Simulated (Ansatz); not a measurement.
Cost and result for the atomization energy of C$_{4}$H$_{10}$AlFO (`CC(C)[O][Al]([CH3])[F]`) (17 atoms, 16 bonds).

```xyz
17

C     0.515    1.999   -1.121
C    -0.434    0.862   -0.804
C    -0.540   -0.128   -1.948
O     0.008    0.226    0.373
Al   -0.359   -1.137    1.279
C     0.669   -1.605    2.845
F    -1.633   -2.086    0.816
H     1.516    1.608   -1.321
H     0.178    2.554   -2.000
H     0.579    2.690   -0.278
H    -1.432    1.284   -0.617
H     0.441   -0.564   -2.160
H    -1.235   -0.935   -1.701
H    -0.898    0.362   -2.857
H     0.021   -1.732    3.717
H     1.190   -2.556    2.698
H     1.415   -0.842    3.077
```

Charge 0, multiplicity 1. Geometry: relaxed with PBE0-D4/def2-TZVP. It is one conformer, not always the lowest. Program: Ansatz. All runs use 3 threads of an AMD EPYC 7R13 on a shared host and a share of an NVIDIA H100 80 GB. Times are those of one run each, without the atoms' runs, and a repeat can differ threefold. Electronic energies, without spin–orbit coupling; frozen cores. CCSD(T)/CBS adds CCSD(T) − MP2 in def2-TZVPP to the MP2 limit, and its time is that of the two runs behind it. T1 = 0.011. B3LYP takes the VWN-RPA correlation (the form of Gaussian; ORCA's B3LYP/G).

CCSD(T)/CBS is a level of theory with its own doubt, some kJ/mol a heavy atom from the limit and from the frozen cores, so smaller differences don't rank the functionals.

```
                            level  functions  wall time  atomization (kcal/mol)  difference from CCSD(T)/CBS  per bond
B3LYP-D4/def2-TZVPP (with forces)        368       16 s                  1617.9                         -4.8      -0.3
  PBE-D4/def2-TZVPP (with forces)        368       17 s                  1643.6                         20.9       1.3
               BLYP-D4/def2-TZVPP        368       19 s                  1612.5                        -10.2      -0.6
           LDA (SPW92)/def2-TZVPP        368       20 s                  1835.2                        212.5      13.3
             revPBE-D4/def2-TZVPP        368       20 s                  1605.8                        -16.9      -1.1
 ωB97M-V/def2-TZVPP (with forces)        368       22 s                  1623.6                          0.9       0.1
              BHLYP-D4/def2-TZVPP        368       23 s                  1577.9                        -44.8      -2.8
                   MP2/def2-QZVPP        712       24 s                  1634.0                         11.3       0.7
               CCSD(T)/def2-TZVPP        368       29 s                  1585.3                        -37.4      -2.3
               PBE0-D4/def2-TZVPP        368       31 s                  1620.2                         -2.5      -0.2
                 CCSD(T)/def2-SVP        152       34 s                  1550.0                        -72.7      -4.5
               ωB97X-V/def2-TZVPP        368       39 s                  1621.5                         -1.2      -0.1
                CCSD(T)/CBS(def2)          –       52 s                  1622.7                          0.0       0.0
```

At CCSD(T), def2-SVP lies −72.7 kcal/mol from the extrapolated value and def2-TZVPP −37.4 kcal/mol: correlation converges slowly with the basis, and small sets miss more of it in the bonded molecule than in its fragments. The D4 term adds +12.4 kcal/mol with B3LYP and +6.6 kcal/mol with PBE0; it sums over pairs of atoms, weighted by their polarisabilities, and B3LYP, whose exchange is more repulsive, gets the larger term. From BLYP to BHLYP (50 % exact exchange), in def2-TZVPP and without D4, the atomization energy moves by −26.7 kcal/mol: exact exchange takes away binding that semilocal exchange gives to molecules.
